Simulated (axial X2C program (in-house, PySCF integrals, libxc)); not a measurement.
# LiNb⁺: from Re and ωe to a spectrum

A bond curve at the PBE0 level, with spin–orbit coupling, was computed with an in-house relativistic program for diatomic molecules (basis Nb dyall-cv3z [11s12p9d5f3g], Li dyall-cv3z [7s8p2d] (cores contracted in-house)) for the state Ω = 1/2 (⟨Sz⟩ = 2.50, ⟨Lz⟩ = -2.00 at PBE0). Its fit gives Re = 2.9047 Å, ωe = 238.2 cm⁻¹, ωexe = 1.84 cm⁻¹ and αe = 3.472e-03 cm⁻¹; the masses are 92.9064 and 7.0160 u. Two-component means X2C with spin–orbit coupling and atomic mean-field Coulomb and Gaunt terms.

Problem. Find the reduced mass, Be and the force constant.

Solution. From the PBE0 values: μ = 6.5234 u. Be = 16.8576/(μ Re²) = 0.3063 cm⁻¹. k = 5.8918×10⁻⁷ μ ωe² = 0.218 mdyn/Å.

Problem. Estimate the centrifugal constant by the Kratzer relation.

Solution. D = 4Be³/ωe² = 2.03e-06 cm⁻¹.

Problem. A Morse curve ties αe to the other constants (Pekeris). How well does that hold?

Solution. αe(Morse) = 6Be²/ωe × (√(ωexe/Be) − 1) = 3.429e-03 cm⁻¹; the PBE0 curve gives 3.472e-03 cm⁻¹, a ratio of 0.99.

Problem. Where do the fundamental and the first overtone lie?

Solution. ν(1←0) = ωe − 2ωexe = 234.5 cm⁻¹; ν(2←0) = 2ωe − 6ωexe = 465.4 cm⁻¹.

One determinant describes the state; a PBE0 search over occupations chose it and may have missed a lower one. Density functionals use the spin component along the axis (collinear). PBE0 can misorder states that lie within some tenths of an eV, so this need not be the ground state of the molecule. The nearest other 2c determinant of the search, Ω = 5/2, lies 0.11 eV up at the distance of the search. The functionals have no current-density term, which raises determinants with orbital currents, atoms included. With several unpaired electrons one determinant need not be a pure state.
